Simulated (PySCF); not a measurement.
B(H)(OAc)(OH) (C2H5BO3), SMILES O=C(OBO)C.

Coordinates come from a PBE0-D3(BJ)/def2-SVP optimisation. The structure was generated by enumeration, and PubChem lists no compound with its InChIKey, so it may never have been made. One conformer was computed; it need not be the lowest.

Two levels are set side by side: TDA-PBE/def2-SVPD (PySCF) and TDA-CAM-B3LYP/def2-SVPD (PySCF). Vertical, same geometry. The lowest singlet is HOMO→LUMO 99 % with PBE and HOMO→LUMO 70 %, HOMO→LUMO+1 16 %, HOMO→LUMO+3 11 % with the other functional; states are paired by order. Differences are taken from unrounded values.

```tsv
quantity	TDA-PBE
lowest singlet excitation (eV)	5.11
lowest triplet excitation (TDA) (eV)	4.66
first bright state (f over 0.05) (eV)	7.15
its oscillator strength	0.17
```

These are the TDA-PBE values. What does TDA-CAM-B3LYP give? (Estimate from the structure and the level; the computed values follow.)


```tsv
quantity	TDA-CAM-B3LYP	TDA-PBE minus TDA-CAM-B3LYP
lowest singlet excitation (eV)	5.63	-0.52
lowest triplet excitation (TDA) (eV)	5.08	-0.42
first bright state (f over 0.05) (eV)	8.14	-0.99
its oscillator strength	0.06	0.11
```

Functionals without exact exchange tend to place singlet excitations lower, as here. Differences between two approximate levels are no errors against the true value.

Rough cost on one machine, each run with all the roots and properties that it gave: TDA-CAM-B3LYP against TDA-PBE about 4 times.
